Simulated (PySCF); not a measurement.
# Bond lengths and vibrations by method: GeH4N cation

These are calculations, not measurements. The program is PySCF 2.14.0, an open-source quantum chemistry code, run on an isolated molecule that a program drew, which may never have been made. The molecule is GeH4N cation (charge +1, singlet), drawn as the SMILES string `[NH2][GeH2+]`.

The geometry was optimised and harmonic frequencies were computed with HF and MP2, all in the cc-pVDZ basis, for the commonest isotopes, with a restricted reference for singlets and an unrestricted one otherwise, and a frozen core in MP2. Germanium has the cc-pVDZ-PP basis, with a core potential (ECP10MDF) in place of its 10 inner electrons, and its 3s, 3p and 3d shells are frozen in MP2. Each result is a local minimum of its method.

Geometry at the HF minimum:
```xyz
6
GeH4N cation, angstrom
N     0.8637   -0.6379    3.0296
Ge   -0.6108   -0.4490    2.1542
H     1.2665    0.0896    3.5963
H     1.4044   -1.4864    3.0242
H    -1.3109    0.8774    2.2576
H    -1.0923   -1.6239    1.3493
```

Lengths of the bonds as drawn, in Å (atoms numbered as above):
```
  bond     HF    MP2
N1-Ge2  1.725  1.748
 N1-H3  1.006  1.023
 N1-H4  1.006  1.023
Ge2-H5  1.503  1.511
Ge2-H6  1.503  1.511
```

Rotational constants, in GHz:
| constant | HF | MP2 |
|---|---|---|
| A | 100.7 | 97.76 |
| B | 11.24 | 10.98 |
| C | 10.11 | 9.873 |

Harmonic frequencies in cm^-1, each column in rising order, so a row needn't be the same motion in every method:
```
rank    HF   MP2
   1   548   500
   2   566   525
   3   652   672
   4   738   699
   5   882   832
   6   917   870
   7   942   873
   8  1676  1550
   9  2364  2297
  10  2395  2340
  11  3738     ?
  12  3850  3666
```

**Estimate the missing MP2 frequency from the HF column.**

A single factor s that minimises the squared misfit of MP2 against s times HF over the other rows is sum(HF x MP2) / sum(HF^2) = 0.9568, with an rms misfit of 32 cm^-1. For rank 11 it gives 0.9568 x 3738 = 3577 cm^-1. The calculation gives 3544 cm^-1, 33 cm^-1 below the estimate. The drawn bonds are on average 1.2 % longer in MP2 than in HF.
